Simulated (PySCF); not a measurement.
Match the calculated data to a structure.

All candidates are C3H5N3OSi.

* 1H NMR: chemical shifts (computed TMS as zero) by class: 10.10 (1 H), 8.39 (1 H), 5.33 (3 H) ppm [GIAO PBE0/pcSseg-1]
* Rotational structure: rotational constants A, B, C: 2.908, 1.865, 1.153 GHz [GFN2-xTB]
* 13C NMR: chemical shifts (computed TMS as zero) by class: 190.2 (1 C), 163.8 (1 C), 160.6 (1 C) ppm [GIAO PBE0/pcSseg-1]
* UV, first state: lowest singlet excitation: 4.01 eV (309 nm, f = 0.000) [TDDFT CAM-B3LYP/def2-SVPD]
* Triplet: lowest triplet excitation (Tamm–Dancoff): 3.49 eV [TDA CAM-B3LYP/def2-SVPD]
* NMR, other nuclei: isotropic shieldings of nuclei other than C and H, by class: -97 (1 N), -44 (1 N), 13 (1 N), -298 (1 O), 399 (1 Si) ppm [GIAO PBE0/pcSseg-1]
* Polarisability: 81.1 au [CAM-B3LYP/def2-SVPD]

The electronic properties come from PySCF, for the isolated species, density fitting. Levels stand in brackets. The structure is a single GFN2-xTB conformer in the gas phase; no vibrational or solvent corrections. NMR classes are plain means over equivalent atoms (diastereotopic ones count apart unless rotation or inversion swaps them), as if these changed places fast.

Question: Which candidate is it?
A. `[SiH3]Oc1cncnn1`
B. `O=Cc1ncnn1[SiH3]`
C. `O=Cc1[nH]nnc1[SiH3]`
D. `O=Cc1cnn([SiH3])n1`
E. `O=Cc1cn([SiH3])nn1`

Answer: B. It is `O=Cc1ncnn1[SiH3]`. Numbering: `[O:1]=[CH:2][c:3]1[n:4][cH:5][n:6][n:7]1[SiH3:8]`. Its formula, C3H5N3OSi, gives 4 degrees of unsaturation: 1 ring and 3 π bonds in the structure found (Kekulé form). 3 carbons fall into 3 classes; from least to most shielded: aldehyde carbon [C2] (190.2 ppm), substituted aromatic carbon [C3] (163.8 ppm), aromatic CH next to a ring nitrogen [C5] (160.6 ppm). Hydrogen classes from least to most shielded: 1 H on an aldehyde carbon, C2 (10.10 ppm), 1 H on an aromatic CH next to a ring nitrogen, C5 (8.39 ppm), 3 H on an SiH3 silicon, Si8 (5.33 ppm). The other shieldings belong to: -97 ppm, pyridine-type nitrogen [N6]; -44 ppm, pyridine-type nitrogen [N4]; 13 ppm, pyrrole-type nitrogen [N7]; -298 ppm, aldehyde oxygen [O1]; 399 ppm, SiH3 silicon [Si8]. S1 is mainly HOMO−1→LUMO (weight 0.77); the largest Löwdin shares of the orbital it empties are 0.41 on the aldehyde oxygen, 0.12 on a pyridine-type nitrogen, 0.09 on the SiH3 silicon and 0.09 on the aldehyde carbon, of the orbital it fills 0.28 on the aldehyde carbon, 0.24 on the aldehyde oxygen, 0.10 on a pyridine-type nitrogen and 0.10 on the substituted aromatic carbon. The optimised geometry has point group Cs and is an asymmetric top.

The others, at the same levels:
- `[SiH3]Oc1cncnn1` fails: its computed 13C shifts are 170.0 (1 C), 158.7 (1 C), 145.9 (1 C) ppm, rotational constant A is 5.252 GHz (against 2.908 GHz) and smallest rotational constant is 0.955 GHz (against 1.153 GHz).
- `O=Cc1cn([SiH3])nn1` fails: its computed 13C shifts are 191.2 (1 C), 155.0 (1 C), 137.6 (1 C) ppm, 1H shifts are 10.60 (1 H), 8.44 (1 H), 5.40 (3 H) ppm and rotational constant A is 5.304 GHz (against 2.908 GHz).
- `O=Cc1cnn([SiH3])n1` fails: its computed 13C shifts are 189.9 (1 C), 155.3 (1 C), 143.6 (1 C) ppm, rotational constant A is 6.531 GHz (against 2.908 GHz) and smallest rotational constant is 0.816 GHz (against 1.153 GHz).
- `O=Cc1[nH]nnc1[SiH3]` fails: its computed 13C shifts are 184.1 (1 C), 148.7 (1 C), 146.9 (1 C) ppm, 1H shifts are 11.99 (1 H), 10.39 (1 H), 4.73 (3 H) ppm and rotational constant A is 2.494 GHz (against 2.908 GHz).

Each candidate is one conformer, not necessarily the lowest. The conformers computed, where there is a choice (atom-mapped SMILES and torsion angles):
- `[O:1]=[CH:2][c:3]1[n:4][cH:5][n:6][n:7]1[SiH3:8]`: O1–C2–C3–N4 180°
- `[SiH3:1][O:2][c:3]1[cH:4][n:5][cH:6][n:7][n:8]1`: Si1–O2–C3–C4 180°
- `[O:1]=[CH:2][c:3]1[cH:4][n:5]([SiH3:6])[n:7][n:8]1`: O1–C2–C3–C4 0°
- `[O:1]=[CH:2][c:3]1[cH:4][n:5][n:6]([SiH3:7])[n:8]1`: O1–C2–C3–C4 0°
- `[O:1]=[CH:2][c:3]1[nH:4][n:5][n:6][c:7]1[SiH3:8]`: O1–C2–C3–N4 0°
